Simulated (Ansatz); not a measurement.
GeH4Se, SMILES `[GeH3][SeH]` at its PBE0-D4/def2-TZVP geometry, where that method's forces vanish. Total charge 0; spin multiplicity 1.

```xyz
6

Ge   -0.4023   -0.0147    0.4450
Se    0.6812    0.8020   -1.4820
H     0.5682   -0.0430    1.6347
H    -1.5432    0.9757    0.7060
H    -0.9591   -1.4227    0.1893
H     1.6552   -0.2972   -1.4931
```

(1) What forces (eV/Å) does ωB97M-V/def2-TZVPP give on these atoms in Ansatz 0.2.0? (Estimate.)

Results:

(1) The calculation gave: 
```
Ge1 -0.034 -0.023  0.058
Se2  0.048 -0.108  0.048
H3  -0.078  0.005 -0.106
H4   0.089 -0.079 -0.019
H5   0.049  0.121  0.015
H6  -0.074  0.084  0.003
```
